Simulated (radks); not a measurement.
Values are calculated unless marked as measured or tabulated.
How relativity changes the ionisation of neutral zinc ([Ar] 3d10 4s2) to Zn+ ([Ar] 3d10 4s1). Spin-unpolarised spherical Kohn-Sham, LDA (Slater exchange, Perdew-Wang correlation), point nucleus unless stated (finite: rms radius 3.9283 fm), a radial shooting solver on a logarithmic mesh with Libxc functionals. A level marked "c x" has the speed of light scaled by that factor.

\begin{tabular}{lrrrrr}
level & E(Zn) (hartree) & E(Zn+) (hartree) & IE (eV) & HOMO & <r> HOMO (bohr) \\ \hline
non-rel. & -1776.56148 & -1776.19551 & 9.959 & 4s & 2.677 \\
scalar-rel. & -1793.32023 & -1792.94597 & 10.184 & 4s & 2.630 \\
scalar-rel., finite nucleus & -1793.31147 & -1792.93721 & 10.184 & 4s & 2.630 \\
Dirac & -1793.38544 & -1793.01117 & 10.184 & 4s1/2 & 2.630 \\
Dirac, finite nucleus & -1793.37668 & -1793.00241 & 10.184 & 4s1/2 & 2.631 \\
Dirac, c x 0.75 & -1807.04273 & -1806.66149 & 10.374 & 4s1/2 & 2.593 \\
Dirac, c x 3 & -1778.39200 & -1778.02515 & 9.983 & 4s1/2 & 2.672 \\
Dirac, c x 10 & -1776.72584 & -1776.35979 & 9.961 & 4s1/2 & 2.677 \\
\end{tabular}

NIST Atomic Spectra Database: 9.394 eV (measured). The relativistic part of the total energy of Zn is -16.82 hartree (Dirac, finite nucleus), 0.95 % of the non-relativistic value. Spin polarisation and multiplet splitting of open shells are left out at every level.

Beside tabulated values, note that spin-unpolarised runs miss the spin-polarisation part of the exchange energy of open shells.
